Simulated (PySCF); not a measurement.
**Correlation energy of Cu²⁺ (copper, charge +2)**

[Ar] 3d8 4s1, high-spin 4F determinant (an excited configuration). All numbers are calculated (PySCF 2.14, scalar relativity through the core potential, in aug-cc-pVTZ-PP with ECP10MDF). Frozen: 3s2 3p6; 9 electrons correlated.

| level | correlation energy (mhartree) |
| --- | --- |
| CCSD | -272.96 |
| (T) | -5.46 |
| CCSD(T) | -278.42 |

Diagnostics: T1 = 0.0070, D1 = 0.0192, largest double amplitude 0.016.

Cost of the coupled-cluster step: about 60 core-seconds, for 9 correlated electrons.

Iterations:

```
CC2 = 0
CCSD nocc = (np.int64(6), np.int64(3)), nmo = (84, 84)
frozen orbitals [[0, 1, 2, 3], [0, 1, 2, 3]]
max_cycle = 100
direct = 0
conv_tol = 1e-08
conv_tol_normt = 1e-06
diis_space = 8
diis_start_cycle = 0
Init t2, MP2 energy = -0.281171838495054
Init E_corr(UCCSD) = -0.281171838495141
cycle = 1  E_corr(UCCSD) = -0.269587406843448  dE = 0.0115844317  norm(t1,t2) = 0.0323309
cycle = 2  E_corr(UCCSD) = -0.272795215684692  dE = -0.00320780884  norm(t1,t2) = 0.00858432
cycle = 3  E_corr(UCCSD) = -0.272682681443221  dE = 0.000112534241  norm(t1,t2) = 0.0035678
cycle = 4  E_corr(UCCSD) = -0.272942994850305  dE = -0.000260313407  norm(t1,t2) = 0.00148199
cycle = 5  E_corr(UCCSD) = -0.272966335279979  dE = -2.33404297e-05  norm(t1,t2) = 0.000385059
cycle = 6  E_corr(UCCSD) = -0.27295555001418  dE = 1.07852658e-05  norm(t1,t2) = 8.68004e-05
cycle = 7  E_corr(UCCSD) = -0.272957494102216  dE = -1.94408804e-06  norm(t1,t2) = 2.84458e-05
cycle = 8  E_corr(UCCSD) = -0.272957653247707  dE = -1.59145492e-07  norm(t1,t2) = 8.31161e-06
cycle = 9  E_corr(UCCSD) = -0.272957316925785  dE = 3.36321922e-07  norm(t1,t2) = 2.57886e-06
cycle = 10  E_corr(UCCSD) = -0.272957353254287  dE = -3.63285022e-08  norm(t1,t2) = 6.68349e-07
cycle = 11  E_corr(UCCSD) = -0.272957358415545  dE = -5.16125759e-09  norm(t1,t2) = 2.02282e-07
UCCSD converged
E(UCCSD) = -195.3654591491021  E_corr = -0.272957358415545
UCCSD(T) correction = -0.00545889151920248
```
